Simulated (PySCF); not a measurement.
Species: HSi(SnH3)3.
Z-matrix (Å and degrees, PBE0-D3(BJ)/def2-SVP geometry), rows numbered from 1:
```
Si
Sn  1  2.5756
Sn  1  2.5714  2  110.36
Sn  1  2.5736  2  109.38  3   121.92
H   1  1.4997  2  108.77  3  -119.74
H   2  1.7154  1  110.97  3    30.69
H   2  1.7145  1  110.90  3   151.48
H   2  1.7149  1  109.42  3   -88.80
H   3  1.7146  1  108.83  2    47.52
H   3  1.7138  1  110.94  2   -72.03
H   3  1.7150  1  110.81  2   166.75
H   4  1.7149  1  111.07  2  -169.00
H   4  1.7148  1  109.37  2   -49.30
H   4  1.7149  1  110.67  2    70.27
```

Computed with TDDFT wB97X-D/def2-SVPD, vertical, gas phase, core orbitals frozen in the response, def2 core potentials past Kr (PySCF 2.14.0, density-fitted response routines). Spin–orbit coupling is left out.

Q: What does the calculation give for the low-lying excited states?

A: 

```csv
state,E (eV),ν̃ (cm⁻¹),f,"main configurations (H = HOMO, L = LUMO)"
S1,5.94,47870,0.056,"H→L (64%), H→L+1 (18%)"
S2,6.04,48720,0.152,H-1→L (66%)
S3,6.12,49340,0.089,"H-1→L+2 (35%), H→L+1 (30%), H→L (13%)"
S4,6.34,51160,0.013,"H-1→L+1 (72%), H→L+2 (16%)"
S5,6.54,52720,0.258,"H→L+2 (52%), H-1→L+1 (11%)"
S6,6.56,52870,0.744,"H-1→L+2 (34%), H→L+1 (30%), H→L (8%)"
S7,6.58,53110,0.259,"H→L+3 (50%), H→L+4 (12%), H→L+2 (10%)"
S8,6.59,53170,0.149,"H-1→L+3 (59%), H-1→L+4 (13%), H→L+3 (11%)"
S9,6.81,54950,0.018,"H-1→L+5 (38%), H-1→L+4 (30%)"
```

Triplets (Tamm–Dancoff): T1 5.32 eV, H-1→L (66%), H→L (10%); T2 5.38 eV, H→L (56%), H→L+1 (12%), H-1→L (9%); T3 5.55 eV, H→L+1 (71%); T4 5.69 eV, H→L+2 (42%), H-1→L+1 (39%).

The lowest singlet comes at 209 nm (573 kJ/mol) in the ultraviolet; it is of moderate strength; its leading configuration is HOMO→LUMO (64%). The strongest level in the table is S6 at 6.56 eV (189 nm, f = 0.744). S7/S8 lie within about 0.01 eV of each other. Löwdin shares by element: HOMO (one of a set within 0.03 eV) tin 39% or more, silicon 34%, hydrogen 5% or more (atoms not listed hold the other 22%); LUMO tin 46%, silicon 21% (atoms not listed hold the other 33%). Weighted by f, the mean energy of these states is 6.47 eV. Of the 9 states listed, 9 reach f = 0.01 and none stays under 0.0005. No computed singlet lies in the visible range (380 to 750 nm); the lowest, at 209 nm, stands 2.67 eV above its violet end (3.26 eV). The vertical ionisation energy (ΔSCF) is 9.22 eV, 2.40 eV above S9. Orbitals of the list HOMO-3 to LUMO+2 that lie within 0.01 eV of each other are written together with a slash and their weights summed (≥ marks a lower bound); for degenerate orbitals outside that list single weights are arbitrary. The window holds the lowest 10 singlets. The highest level found (6.89 eV, f 0.025 so far) is left out, since the window may have cut off a degenerate partner.

On one thread of an Arm Neoverse V1, shared host with 64 logical CPUs at a one-minute load of 43, this took 2.6 min of wall time (with the writing of density and orbital grids) and 1.2 GiB of memory at its peak.
